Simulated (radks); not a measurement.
The numbers below are computed, except where a source is named.
Question: All-electron atom: the tin ion Sn17+ in [Ar] 3d10 4s2 4p3. Level of theory: Dirac Kohn-Sham, exchange-only PBE, spin-unpolarised, spherical densities, finite nucleus; open shells fill j = l - 1/2 first; Fermi nuclear charge, rms radius 4.6519 fm (a radial shooting solver on a logarithmic mesh with Libxc functionals).

Spin-orbit splittings of the eigenvalues, e(l+1/2) - e(l-1/2), with zeta = 2 splitting/(2l+1) and mean radii in bohr:

| shell | occ. | splitting (eV) | zeta (eV) | <r> j=l-1/2 | <r> j=l+1/2 |
|---|---|---|---|---|---|
| 2p | 6 | ? | ? | 0.1057 | 0.1111 |
| 3p | 6 | 43.08 | 28.72 | 0.3266 | 0.3374 |
| 3d | 10 | 9.017 | 3.607 | 0.3072 | 0.3106 |
| 4p | 3 | 10.81 | 7.205 | 0.7514 | 0.7689 |

Estimate the 2p splitting.

Answer: 231.0 eV (zeta = 154.0 eV).
